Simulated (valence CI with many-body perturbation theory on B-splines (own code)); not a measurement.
## Xe³⁸⁺: electric-dipole lines

Calculated by configuration interaction combined with many-body perturbation theory (CI+MBPT): six valence electrons over a frozen Dirac-Fock core [Ne], a basis of 9 s, 9 p, 8 d, 6 f, 3 g, 1 h functions for each j, with the one-electron correlation potential Σ1, the two-electron term Σ2, the three-electron term Σ3, Breit, model QED; selected CI, second order for the rest, scaled by the run's own slope (own B-spline code, finite nucleus).

No measured spectrum was set against this ion. As an estimate, large intervals hold to a few tenths of a per cent, small ones and those within an open d or f shell to about a per cent. Among the levels kept, up to 1500 cm⁻¹ of a level comes from second order outside the variational space, and about a tenth of that is noise between levels of different J, which matters for small intervals.

Lines 51 to 85 of 85 in falling wavelength, among levels below 289.23 eV, chosen from the strongest by gf and those to the six lowest levels. Wavelengths and rates use the calculated energies. Electric multipoles are in the length gauge, E1 and E2 with the static RPA response of the core. Weak lines are less certain than strong ones. Lines between different terms over intervals too small for the method are left out, as are lines whose strength nearly cancels. The highest levels of a list are the least certain.

Levels are named by their leading jj configuration (3d3/2^4 stands for four electrons in 3d with j = 3/2), which in mixed levels can hold well under half, so a name can repeat and another be missing. Letters in brackets count levels of one name in rising energy.

| λ vac (Å) | Upper | Lower | A (s⁻¹) | S (a.u.) with core polarisation | S without |
| --- | --- | --- | --- | --- | --- |
| 64.96 | (3s^2 3p1/2 3p3/2^2 3d5/2) J=2 [b] | (3s^2 3p1/2 3p3/2^3) J=2 | 5.11e+10 | 3.45e-02 | 3.51e-02 |
| 64.65 | (3s^2 3p1/2^2 3p3/2 3d5/2) J=3 | (3s^2 3p1/2^2 3p3/2^2) J=2 | 1.10e+11 | 1.02e-01 | 1.04e-01 |
| 63.95 | (3s^2 3p1/2 3p3/2^2 3d3/2) J=1 [c] | (3s^2 3p1/2 3p3/2^3) J=1 | 4.49e+10 | 1.74e-02 | 1.77e-02 |
| 63.61 | (3s^2 3p1/2^2 3p3/2 3d5/2) J=1 | (3s^2 3p1/2^2 3p3/2^2) J=2 | 6.28e+10 | 2.39e-02 | 2.44e-02 |
| 63.42 | (3s^2 3p1/2 3p3/2^2 3d3/2) J=1 [d] | (3s^2 3p1/2 3p3/2^3) J=2 | 1.21e+09 | 4.58e-04 | 4.64e-04 |
| 63.35 | (3s^2 3p1/2 3p3/2^2 3d5/2) J=3 [c] | (3s^2 3p1/2 3p3/2^3) J=2 | 1.49e+11 | 1.31e-01 | 1.33e-01 |
| 63.34 | (3s 3p1/2^2 3p3/2^3) J=1 | (3s^2 3p1/2^2 3p3/2^2) J=0 | 9.05e+10 | 3.40e-02 | 3.47e-02 |
| 63.18 | (3s 3p1/2^2 3p3/2^3) J=2 | (3s^2 3p1/2^2 3p3/2^2) J=2 | 1.18e+11 | 7.34e-02 | 7.48e-02 |
| 62.69 | (3s^2 3p1/2 3p3/2^2 3d5/2) J=2 [b] | (3s^2 3p1/2 3p3/2^3) J=1 | 8.43e+10 | 5.13e-02 | 5.22e-02 |
| 61.42 | (3s 3p1/2 3p3/2^4) J=0 | (3s^2 3p1/2 3p3/2^3) J=1 | 1.74e+11 | 1.99e-02 | 2.03e-02 |
| 61.25 | (3s^2 3p1/2 3p3/2^2 3d3/2) J=1 [d] | (3s^2 3p1/2 3p3/2^3) J=1 | 1.31e+11 | 4.46e-02 | 4.54e-02 |
| 61.24 | (3s^2 3p1/2 3p3/2^2 3d5/2) J=2 [c] | (3s^2 3p1/2 3p3/2^3) J=2 | 1.73e+11 | 9.81e-02 | 9.98e-02 |
| 59.48 | (3s 3p1/2^2 3p3/2^3) J=1 | (3s^2 3p1/2^2 3p3/2^2) J=2 | 4.05e+10 | 1.26e-02 | 1.29e-02 |
| 59.21 | (3s^2 3p1/2 3p3/2^2 3d5/2) J=2 [c] | (3s^2 3p1/2 3p3/2^3) J=1 | 2.32e+11 | 1.19e-01 | 1.21e-01 |
| 58.03 | (3s^2 3p1/2 3p3/2^2 3d3/2) J=1 [a] | (3s^2 3p1/2^2 3p3/2^2) J=0 | 1.53e+10 | 4.44e-03 | 4.52e-03 |
| 54.97 | (3s^2 3p1/2 3p3/2^2 3d3/2) J=2 [a] | (3s^2 3p1/2^2 3p3/2^2) J=2 | 4.42e+09 | 1.81e-03 | 1.84e-03 |
| 54.78 | (3s^2 3p1/2 3p3/2^2 3d3/2) J=1 [a] | (3s^2 3p1/2^2 3p3/2^2) J=2 | 1.47e+10 | 3.59e-03 | 3.66e-03 |
| 53.82 | (3s^2 3p1/2 3p3/2^2 3d3/2) J=3 [a] | (3s^2 3p1/2^2 3p3/2^2) J=2 | 5.43e+09 | 2.92e-03 | 2.98e-03 |
| 52.66 | (3s^2 3p1/2 3p3/2^2 3d5/2) J=1 | (3s^2 3p1/2^2 3p3/2^2) J=0 | 8.36e+08 | 1.81e-04 | 1.84e-04 |
| 51.08 | (3s^2 3p1/2 3p3/2^2 3d5/2) J=3 [a] | (3s^2 3p1/2^2 3p3/2^2) J=2 | 8.94e+09 | 4.12e-03 | 4.19e-03 |
| 50.63 | (3s^2 3p1/2 3p3/2^2 3d3/2) J=2 [b] | (3s^2 3p1/2^2 3p3/2^2) J=2 | 4.78e+10 | 1.53e-02 | 1.56e-02 |
| 50.18 | (3s^2 3p1/2 3p3/2^2 3d3/2) J=1 [b] | (3s^2 3p1/2^2 3p3/2^2) J=0 | 3.15e+07 | 5.89e-06 | 5.89e-06 |
| 49.96 | (3s^2 3p1/2 3p3/2^2 3d5/2) J=1 | (3s^2 3p1/2^2 3p3/2^2) J=2 | 1.98e+09 | 3.67e-04 | 3.74e-04 |
| 48.26 | (3s^2 3p1/2 3p3/2^2 3d3/2) J=1 [c] | (3s^2 3p1/2^2 3p3/2^2) J=0 | 4.78e+11 | 7.95e-02 | 8.10e-02 |
| 48.12 | (3s^2 3p1/2 3p3/2^2 3d3/2) J=3 [b] | (3s^2 3p1/2^2 3p3/2^2) J=2 | 5.83e+11 | 2.25e-01 | 2.29e-01 |
| 47.88 | (3s^2 3p1/2 3p3/2^2 3d3/2) J=2 [c] | (3s^2 3p1/2^2 3p3/2^2) J=2 | 6.61e+11 | 1.79e-01 | 1.82e-01 |
| 47.73 | (3s^2 3p1/2 3p3/2^2 3d3/2) J=1 [b] | (3s^2 3p1/2^2 3p3/2^2) J=2 | 6.46e+11 | 1.04e-01 | 1.06e-01 |
| 46.71 | (3s^2 3p1/2 3p3/2^2 3d3/2) J=1 [d] | (3s^2 3p1/2^2 3p3/2^2) J=0 | 2.29e+11 | 3.45e-02 | 3.52e-02 |
| 46.53 | (3s^2 3p1/2 3p3/2^2 3d5/2) J=2 [a] | (3s^2 3p1/2^2 3p3/2^2) J=2 | 3.55e+09 | 8.82e-04 | 8.99e-04 |
| 45.99 | (3s^2 3p1/2 3p3/2^2 3d3/2) J=1 [c] | (3s^2 3p1/2^2 3p3/2^2) J=2 | 1.79e+11 | 2.57e-02 | 2.62e-02 |
| 45.69 | (3s^2 3p1/2 3p3/2^2 3d5/2) J=3 [b] | (3s^2 3p1/2^2 3p3/2^2) J=2 | 1.07e+07 | 3.51e-06 | 3.61e-06 |
| 45.33 | (3s^2 3p1/2 3p3/2^2 3d5/2) J=2 [b] | (3s^2 3p1/2^2 3p3/2^2) J=2 | 4.25e+10 | 9.76e-03 | 9.95e-03 |
| 44.58 | (3s^2 3p1/2 3p3/2^2 3d3/2) J=1 [d] | (3s^2 3p1/2^2 3p3/2^2) J=2 | 3.08e+10 | 4.05e-03 | 4.12e-03 |
| 44.54 | (3s^2 3p1/2 3p3/2^2 3d5/2) J=3 [c] | (3s^2 3p1/2^2 3p3/2^2) J=2 | 2.86e+10 | 8.72e-03 | 8.88e-03 |
| 43.49 | (3s^2 3p1/2 3p3/2^2 3d5/2) J=2 [c] | (3s^2 3p1/2^2 3p3/2^2) J=2 | 6.32e+09 | 1.28e-03 | 1.31e-03 |
